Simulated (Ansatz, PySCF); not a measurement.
System: C$_{3}$H$_{3}$ (charge 0, doublet). It need not be the lowest isomer of its formula. 
Geometry from a B3LYP-D3(BJ)/def2-TZVP (Ansatz, a quantum-chemistry and plane-wave program) optimisation:
```xyz
6

C      0.0286     0.7740    -0.0493
C     -0.7338    -0.4315     0.2393
C      0.6852    -0.3567    -0.0746
H      0.0445     1.8447    -0.1540
H     -1.5455    -0.8902    -0.3235
H      1.6206    -0.8695    -0.2148
```
Charge 0, spin multiplicity 2.

Dipole moments at this geometry, in debye (magnitudes).

```
level                 program  dipole (D)
--------------------  -------  ----------
SVWN5/def2-TZVPD        PySCF        1.56
BLYP/def2-TZVPD        Ansatz        1.51
revPBE/def2-TZVPD      Ansatz           …
M06-L/def2-TZVPD        PySCF        1.43
B3LYP/def2-TZVPD       Ansatz        1.49
PBE0/def2-TZVPD        Ansatz        1.48
BHLYP/def2-TZVPD       Ansatz        1.46
r2SCAN0/def2-TZVPD     Ansatz        1.43
M06-2X/def2-TZVPD       PySCF        1.46
HSE06/def2-TZVPD       Ansatz        1.48
CAM-B3LYP/def2-TZVPD   Ansatz        1.51
LC-wPBE/def2-TZVPD     Ansatz        1.50
wB97X-V/def2-TZVPD     Ansatz        1.54
CCSD(T)/aug-cc-pVDZ    Ansatz           …
```

Some entries are withheld; supply them.


- revPBE/def2-TZVPD, dipole (D): 1.49
- CCSD(T)/aug-cc-pVDZ, dipole (D): 1.45
